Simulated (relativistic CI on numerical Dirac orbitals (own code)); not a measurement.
# Os7+: 4d photoemission

Computed with this model: Dirac-Coulomb-Breit CI, orbitals from a KLI potential per configuration, model QED (radiative potential, 1s self-energy scaled to tabulated hydrogen-like ionisation energies), valence Slater integrals scaled by 0.8, multiplet model of photoemission in the sudden approximation; configurations [Xe] 4f14 5d → [Kr] 4d9 4f14 5s2 5p6 5d; 300 K; Lorentzian 3.5 eV and Gaussian 0.6 eV FWHM. Energies are those of the free ion, without screening or charge transfer. The energies are binding energies and can lie tens of eV above those of solids. S is read from ⟨S²⟩ = S(S + 1).

Computed curve for free ion, scaled to 100 at the maximum (points under 2 are left out and the grid is thinned):

Energy (eV), Intensity and a bar:
```
    380.6        2.0 
    381.8        2.4 
    382.6        2.7 
    383.8        3.3 
    384.6        3.8 #
    385.8        4.8 #
    387.0        6.4 #
    387.8        7.8 ##
    389.0       11.3 ###
    389.8       15.0 ####
    391.0       25.1 #######
    391.8       37.4 ###########
    393.0       69.9 #####################
    394.2      100.0 ##############################
    395.0       91.8 ###########################
    396.2       54.8 ################
    397.0       36.6 ###########
    398.2       21.7 ######
    399.4       14.8 ####
    400.2       12.3 ###
    401.4       10.2 ###
    402.2        9.8 ##
    403.4       10.4 ###
    404.6       12.9 ###
    405.4       16.5 ####
    406.6       27.4 ########
    407.4       40.9 ############
    408.6       62.7 ###################
    409.8       55.4 ################
    410.6       40.0 ############
    411.8       23.0 ######
    412.6       17.4 #####
    413.8       13.0 ###
    414.6       10.2 ###
    415.8        6.7 #
    417.0        4.7 #
    417.8        3.8 #
    419.0        3.0 
    419.8        2.6 
    421.0        2.1
```

The ground state has S = 0.50, and the centroid lies at 400.29 eV.
